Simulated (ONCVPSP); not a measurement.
Logarithmic derivatives: technetium (Tc), ONCV

ONCVPSP 4.0.1 input, shortened (lines: element, Z, core and valence counts, functional; n l f; lmax; l rc ep ncon nbas qcut; lloc lpopt rc5 dvloc0; l nproj debl; icmod fcfact rcfact), PBE, fully relativistic:

```
  Tc 43.00    6    5        4      upf
    1    0    2.00
    2    0    2.00
    2    1    6.00
    3    0    2.00
    3    1    6.00
    3    2   10.00
    4    0    2.00
    4    1    6.00
    4    2    5.00
    5    0    1.75
    5    1    0.25
    2
    0    2.05    0.00    4    7    6.70
    1    2.15    0.00    4    7    5.80
    2    2.35    0.00    3    8    8.10
    4    5    1.80    4.00
    0    2    2.60
    1    3    1.00
    2    2    3.00
    0    0.00    0.00
```

Open shells are filled in proportion to 2j + 1.

The phase is arctan(r·R′/R) of the radial function R(r), unwrapped; energies in Ha, scanned from -4 to 5 Ha. A pole is an energy at which the radial function vanishes at the test radius. The pseudo phase is shifted by a multiple of π to meet the all-electron one at the reference energy, and phase errors are pseudo minus all-electron; the curves can meet again beyond the range given. Levels narrower than the energy grid can be missing from the lists of poles.

Q: For each channel, where are the poles, and over which energies does the pseudopotential scatter like the atom?

A:

| channel | radius (bohr) | reference energy (Ha) | poles, all-electron | poles, pseudo | unbroken range about the reference energy with phases within 0.05 rad | phase error 1 Ha above the reference energy (rad) |
| --- | --- | --- | --- | --- | --- | --- |
| s | 2.08 | -0.19 | -2.61, 3.04 | -2.61, 3.14 | below 5.0 | +0.002 |
| p3/2 | 2.18 | -0.06 | -1.50, 3.36 | -1.50, 3.36 | the whole range | +0.000 |
| p1/2 | 2.18 | -0.06 | -1.63, 3.22 | -1.63, 3.22 | the whole range | +0.000 |
| d5/2 | 2.39 | -0.25 | 0.05, 3.68 | 0.05, 3.69 | the whole range | +0.002 |
| d3/2 | 2.39 | -0.26 | 0.03, 3.66 | 0.03, 3.66 | the whole range | +0.002 |

Note: ghosts flagged at negative energy: s at -5431.9 eV; no localised positive-energy state flagged. A true bound ghost makes a file unfit for plane-wave use.

Phases in the d5/2 channel:

| E (Ha) | all-electron | pseudo |
| --- | --- | --- |
| -3.98 | 1.394 | 1.394 |
| -3.74 | 1.387 | 1.387 |
| -3.50 | 1.379 | 1.379 |
| -3.26 | 1.371 | 1.371 |
| -3.02 | 1.361 | 1.361 |
| -2.78 | 1.349 | 1.349 |
| -2.54 | 1.335 | 1.335 |
| -2.30 | 1.319 | 1.319 |
| -2.06 | 1.298 | 1.299 |
| -1.82 | 1.272 | 1.272 |
| -1.58 | 1.237 | 1.237 |
| -1.34 | 1.186 | 1.186 |
| -1.10 | 1.103 | 1.104 |
| -0.86 | 0.940 | 0.940 |
| -0.62 | 0.471 | 0.472 |
| -0.38 | -0.777 | -0.777 |
| -0.14 | -1.391 | -1.391 |
| 0.10 | -1.607 | -1.607 |
| 0.34 | -1.741 | -1.740 |
| 0.58 | -1.868 | -1.867 |
| 0.82 | -2.038 | -2.037 |
| 1.06 | -2.348 | -2.344 |
| 1.30 | -2.997 | -2.990 |
| 1.54 | -3.774 | -3.770 |
| 1.78 | -4.178 | -4.176 |
| 2.02 | -4.368 | -4.367 |
| 2.26 | -4.475 | -4.475 |
| 2.50 | -4.544 | -4.544 |
| 2.74 | -4.593 | -4.593 |
| 2.98 | -4.631 | -4.631 |
| 3.22 | -4.662 | -4.662 |
| 3.46 | -4.689 | -4.689 |
| 3.70 | -4.714 | -4.713 |
| 3.94 | -4.738 | -4.737 |
| 4.18 | -4.762 | -4.761 |
| 4.42 | -4.788 | -4.786 |
| 4.66 | -4.819 | -4.815 |
| 4.90 | -4.856 | -4.849 |
